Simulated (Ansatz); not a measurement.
Frontier orbitals of CH$_{3}$OSb (`[CH2]1[O][SbH]1`).

The species carries charge 0 and has multiplicity 1. Correlated methods include outer-core shells of Sb, which these sets cover unevenly. Sb: def2 effective core potential. The geometry is a stationary point of PBE0-D4/def2-TZVP. Basis def2-TZVPP, Ansatz 0.2.0.

```csv
functional,HOMO (eV),LUMO (eV),gap (eV)
LDA (SPW92),-6.10,-2.65,3.45
PBE,-5.90,-2.45,3.45
r2SCAN,-6.11,-2.33,3.78
PBE0,-6.89,-1.68,5.21
BHLYP,-7.74,-0.88,6.86
ωB97M-V,-8.93,0.14,9.07
```

Question: What is the vertical ionisation energy at frozen-core CCSD(T)/def2-TZVPP? (Estimate.)

Answer: The calculation gave: 9.15 eV (T1 of the cation 0.023).

Against PBE, PBE0 changes HOMO and LUMO by −1.00 and +0.77 eV, ωB97M-V by −3.03 and +2.59 eV. A gap of 3.45 eV thus becomes 9.07 eV for the same molecule, so an orbital gap means little without its functional. A positive LUMO is unbound and depends on the basis. −ε(HOMO) differs from that ionisation energy by −3.25 eV with PBE and −0.23 eV with ωB97M-V.
